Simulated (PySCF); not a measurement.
# Constants of MoN, step by step

State: ⁴Σ⁻, quartet, unpaired electrons σ ↑, δ ↑↑. De refers to Mo (4d5 5s1) + N. ROHF-based CCSD(T) in PySCF 2.14 with Mo aug-cc-pVDZ-PP with ECP28, N aug-cc-pVDZ and Mo aug-cc-pVTZ-PP with ECP28, N aug-cc-pVTZ (frozen core orbitals: 5; scalar-relativistic core potentials). Correlation energies are extrapolated as n⁻³ (n = 2, 3), Hartree–Fock as (n+1)·exp(−9√n).

```csv
Level,Re (Å),ωe (cm⁻¹),ωexe (cm⁻¹),αe (cm⁻¹),De (eV)
CCSD(T)/DZ,1.6585,1042.5,5.19,0.00299,4.463
CCSD(T)/TZ,1.6443,1056.9,4.75,0.00282,4.996
HF/CBS,1.5657,1279.9,n/a,0.00217,-0.724
MP2/CBS,1.6890,942,n/a,0.00246,6.517
CCSD/CBS,1.6200,1128.0,4.87,0.00264,4.436
CCSD(T)/CBS,1.6418,1060.8,4.64,0.00278,5.167
```

How much is left between CCSD(T)/TZ and the basis-set limit, and how much do the triples give at the limit?

CCSD(T)/CBS less CCSD(T)/TZ: -2.5 mÅ in Re, +3.9 cm⁻¹ in ωe and +0.171 eV in De. CCSD(T)/CBS less CCSD/CBS: +21.8 mÅ in Re, -67.2 cm⁻¹ in ωe and +0.731 eV in De.

The T1 diagnostic is 0.049, large enough to doubt a single reference. The state was picked by a PBE0 search and need not be the measured ground state. Spin–orbit coupling, excitations beyond (T) and corrections to the Born–Oppenheimer picture are left out.

The whole job (state search and all basis sets along the bond) took about 13 min on 4 threads of Arm Neoverse V1 (shared host), peak memory 15 GiB.
